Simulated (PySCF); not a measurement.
**Electron correlation in Kr (krypton, neutral)**

[Kr], closed-shell 1S. Computed with PySCF 2.14 in jorge-DZP-DKH (8s6p2d1f, 43 functions), with the spin-free X2C one-electron Hamiltonian (Gaussian nucleus). Frozen: [Ar] 3d10; 8 electrons correlated.

MP2 pair energies summed by pair of shells (mhartree):

```json
{"pair": "4p-4p", "energy": "-31.29", "share (%)": "61.1"}
{"pair": "4s-4p", "energy": "-16.50", "share (%)": "32.2"}
{"pair": "4s-4s", "energy": "-3.42", "share (%)": "6.7"}
```

Total MP2 correlation energy: -51.21 mhartree.

Same-spin part -12.14 and opposite-spin part -39.07 mhartree; SCS-MP2 scales them by 1/3 and 6/5 to -50.93 mhartree.

| level | correlation energy (mhartree) |
| --- | --- |
| CCSD | -57.35 |
| (T) | -0.50 |
| CCSD(T) | -57.85 |

Diagnostics: T1 = 0.00088, D1 = 0.0014, largest double amplitude 0.032.

**Question.** Is a single reference adequate?

**Answer.** Yes, within this model without spin-orbit coupling: T1 lies below 0.03 and no double amplitude reaches 0.07.
